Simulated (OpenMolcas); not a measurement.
# Tm3+ in MgO: curves along the breathing mode

Tm3+ with its 6 nearest oxide ions, on the Mg site of MgO (a = 4.2112 Å, distance in the model lattice 2.106 Å). The rest of the host is ab initio model potentials to 7.6 Å, with orthogonalisation functions on the cations behind the ligands, and point charges beyond; the distance is set by hand and nothing relaxes, and no local charge compensation is placed. Ligand basis ANO-RCC-VDZP.

```
Program             : OpenMolcas
Method              : CASSCF
Basis               : ANO-RCC-VDZP [7s6p4d2f1g]
Scalar Hamiltonian  : DKH2, point nucleus
Active space        : 12 electrons in 7 orbitals (4f)
State averaging     : 2S+1 = 3 even, 21 roots; 2S+1 = 1 even, 27 roots kept (CI in the orbitals of an earlier block)
Spin-orbit coupling : RASSI with atomic mean-field integrals over the reference wave functions
```

Spin-free energies (labels of O, the rotations of Oh) in cm-1 above the lowest fitted minimum, as all ligands move together:

```csv
R (Å),3T1,3E,3T2,3T1(2),3A2,3T2(2),3T1(3)
2.06,1410,1710,2090,2610,9710,9800,10100
2.109,10,270,620,1080,8270,8350,8610
2.157,2760,2990,3310,3730,10980,11050,11280
2.206,9430,9630,9920,10300,17620,17680,17890
2.254,19520,19700,19960,20310,27680,27740,27920
2.303,33340,33500,33740,34070,41480,41530,41700
2.352,50720,50870,51090,51400,58840,58890,59040
```

Cubic fits give the following; the wavenumber is harmonic, with the mass of all moving ligands, small differences in it between states hang on the degree of the fit, a number in brackets counts states of one label, and the table is a selection of at most 14 states with clean curves.

| State | R0 (Å) | Breathing mode (cm-1) | Minimum (cm-1) |
| --- | --- | --- | --- |
| 3T1 | 2.100 | 777 | 0 |
| 3E | 2.100 | 777 | 270 |
| 3T2 | 2.101 | 778 | 620 |
| 3T1(2) | 2.101 | 778 | 1090 |
| 3A2 | 2.100 | 777 | 8270 |
| 3T2(2) | 2.101 | 778 | 8350 |
| 3T1(3) | 2.101 | 778 | 8610 |
| 1T2 | 2.099 | 776 | 8560 |
| 1E | 2.101 | 778 | 9790 |
| 1T1 | 2.101 | 778 | 9930 |
| 1A1 | 2.101 | 778 | 10130 |
| 1E(2) | 2.100 | 777 | 27750 |
| 1T2(2) | 2.101 | 778 | 28580 |
| 1E(3) | 2.100 | 777 | 33580 |

For an f ion spin-orbit coupling outweighs the ligand field, so these spin-free curves are not those of observable levels.

Without dynamic correlation the ligand-field splitting of an f shell can come out too small, at times by half. No measured value stands beside these numbers.
